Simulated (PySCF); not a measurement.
## Sb (antimony, neutral) across methods

[Kr] 4d10 5s1 5p3 5d1, high-spin 6D determinant (an excited configuration). All numbers are calculated (PySCF 2.14, a scalar-relativistic core potential, in aug-cc-pwCVDZ-PP with ECP28MDF).

```
method  E (hartree)  mean ε 5s α (eV)  mean ε 5p α (eV)  mean ε 5d α (eV)  Σ⟨r²⟩ (bohr²)   ⟨S²⟩
 M06-L    -239.8511           -16.482            -7.665             0.550          68.61  8.752
r2SCAN    -239.8142           -17.226            -8.163             0.609          68.27  8.753
  BLYP    -239.6359           -16.064            -7.331             0.862          68.78  8.751
   LDA    -239.3123           -16.610            -7.801             0.610          68.65  8.751
 HSE06    -239.7189           -17.852            -8.469             0.379          68.44  8.751
  PBE0    -239.7242           -18.325            -8.902             0.012          68.33  8.751
   UHF   -238.84950           -23.390           -11.981            -1.361          68.73  8.753
   PBE    -239.6975           -16.385            -7.696             0.563          68.55  8.751
PBEsol    -239.4425           -16.460            -7.728             0.597          68.51  8.751
```

Energies and moments cover only the electrons outside the core potential. The outer electron is Rydberg-like, and this basis confines it to a smaller radius and binds it less than a complete one would.

The highest occupied level is positive at M06-L, r2SCAN, BLYP, LDA, HSE06, PBE0, PBE, PBEsol: only the finite basis holds that electron, which in a density functional comes from self-interaction.
